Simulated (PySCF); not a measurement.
C2H9Ge2PSi.
Structure used (PBE0-D3(BJ)/def2-SVP), in Å, numbered top down from 1:
```
atom  x, y, z in Å
C1    -0.4835    3.0354    0.9477
C2     0.4890    2.4675    0.4848
Si3    1.8818    1.5028   -0.2204
Ge4    1.0414   -0.6898   -0.6904
Ge5   -1.2806   -0.8260   -0.0013
P6    -2.2579   -2.9148   -0.3543
H7    -1.3373    3.5468    1.3560
H8     2.9948    1.4525    0.7739
H9     2.3680    2.1775   -1.4608
H10    1.1477   -0.9988   -2.1977
H11    1.8633   -1.7528    0.0674
H12   -2.1182    0.2060   -0.7811
H13   -1.3992   -0.5178    1.5039
H14   -1.7474   -3.0457   -1.6832
H15   -1.1664   -3.6363    0.2218
```

Method used: PBE0-D3(BJ)/def2-SVP geometry optimisation, gas phase in PySCF.

Masses are those of the commonest isotopes; rigid-rotor values at the optimised geometry. The values belong to one conformer with, in the numbering `[CH:1]#[C:2][SiH2:3][GeH2:4][GeH2:5][PH2:6]`, C2–Si3–Ge4–Ge5 -2°, Si3–Ge4–Ge5–P6 -179°, Ge4–Ge5–P6–H -46° and 47°.

What are A, B and C (MHz)?

Ia = 296.46, Ib = 867.10, Ic = 1140.61 u·Å²; 505379 MHz·u·Å²/I gives A = 1705, B = 582.8, C = 443.1 MHz.

What kind of rotor is it?

An asymmetric top: κ = (2 × 582.8 − 1705 − 443.1)/(1705 − 443.1) = -0.78.

What does the inertial defect say?

Not planar: Δ = Ic − Ia − Ib = -22.95 u·Å². For a rigid frame Δ = −2 Σ m c², so Σ m c² = 11.47 u·Å² lies off the ab plane: 11.44 from hydrogen and 0.03 from heavier atoms. The atom farthest from that plane is 1.27 Å away.

Give the other two planar moments, Paa and Pbb, and the rms extents of the mass along the axes.

Paa = Σ m a² = (Ib + Ic − Ia)/2 = 855.63 and Pbb = Σ m b² = (Ia + Ic − Ib)/2 = 284.99 u·Å². With the mass M = 239.86 u, the rms extents √(P/M) along a, b and c are 1.89, 1.09, 0.22 Å.

List the rotational levels J(Ka,Kc) to J = 5 (cm⁻¹).

Above 0(0,0):
J = 1: 1(0,1) 0.0342, 1(1,1) 0.0716, 1(1,0) 0.0763
J = 2: 2(0,2) 0.1023, 2(1,2) 0.1354, 2(1,1) 0.1494, 2(2,1) 0.2617, 2(2,0) 0.2621
J = 3: 3(0,3) 0.2033, 3(1,3) 0.2308, 3(1,2) 0.2588, 3(2,2) 0.3643, 3(2,1) 0.3664, 3(3,1) 0.5633, 3(3,0) 0.5634
J = 4: 4(0,4) 0.3363, 4(1,4) 0.3577, 4(1,3) 0.4041, 4(2,3) 0.5009, 4(2,2) 0.5068, 4(3,2) 0.7010, 4(3,1) 0.7011, 4(4,1) 0.9786, 4(4,0) 0.9786
J = 5: 5(0,5) 0.5000, 5(1,5) 0.5155, 5(1,4) 0.5848, 5(2,4) 0.6711, 5(2,3) 0.6844, 5(3,3) 0.8733, 5(3,2) 0.8739, 5(4,2) 1.1506, 5(4,1) 1.1506, 5(5,1) 1.5075, 5(5,0) 1.5075
The levels of one J sum to (2J + 1)J(J + 1)(A + B + C)/3.

Which types of transition are allowed, and where do some lines up to J = 2 fall?

The dipole components are |μa| = 0.54 D, |μb| = 0.13 D, |μc| = 0.01 D. Intensities carry the squares of the components, which stand as 1.00 : 0.06 : 0.00 (a : b : c). Some lines, for components of 0.1 D or more:

| type | branch | J(Ka,Kc) | MHz | lower level (cm⁻¹) |
| --- | --- | --- | --- | --- |
| a | Q | 2(1,1) ← 2(1,2) | 419 | 0.135 |
| b | R | 2(0,2) ← 1(1,1) | 918 | 0.072 |
| a | R | 1(0,1) ← 0(0,0) | 1026 | 0.000 |
| b | Q | 1(1,0) ← 1(0,1) | 1262 | 0.034 |
| b | Q | 2(1,1) ← 2(0,2) | 1414 | 0.102 |
| a | R | 2(1,2) ← 1(1,1) | 1912 | 0.072 |
| a | R | 2(0,2) ← 1(0,1) | 2040 | 0.034 |
| b | R | 1(1,1) ← 0(0,0) | 2148 | 0.000 |
| a | R | 2(1,1) ← 1(1,0) | 2192 | 0.076 |
| b | R | 2(1,2) ← 1(0,1) | 3034 | 0.034 |
| b | Q | 2(2,0) ← 2(1,1) | 3378 | 0.149 |
| b | Q | 2(2,1) ← 2(1,2) | 3785 | 0.135 |
| b | R | 2(2,1) ← 1(1,0) | 5557 | 0.076 |
| b | R | 2(2,0) ← 1(1,1) | 5709 | 0.072 |

Stationary, but not proved a minimum. Constants of a rigid frame at the computed geometry: no zero-point averaging, no centrifugal distortion.
